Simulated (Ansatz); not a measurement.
Ansatz results at the PBE0-D4/def2-TZVP geometry: HOMO energy (PBE0/def2-TZVPP) -8.79 eV; vertical ionisation energy (CCSD(T)/CBS(def2)) 11.80 eV; zero-point energy (PBE0-D4/def2-TZVP) 40.2 kJ/mol.

Question: Which molecule gave them?
A. `N#[C][Al]([F])[F]`
B. `[NH2][Al]([F])[Cl]`
C. `[F][AlH2]`
D. `[F][Al]([F])[Cl]`

Answer: C. The others give `[NH2][Al]([F])[Cl]`: -8.03, 10.76, 79.0; `N#[C][Al]([F])[F]`: -10.53, 13.62, 35.0; `[F][Al]([F])[Cl]`: -9.96, 12.98, 17.8.
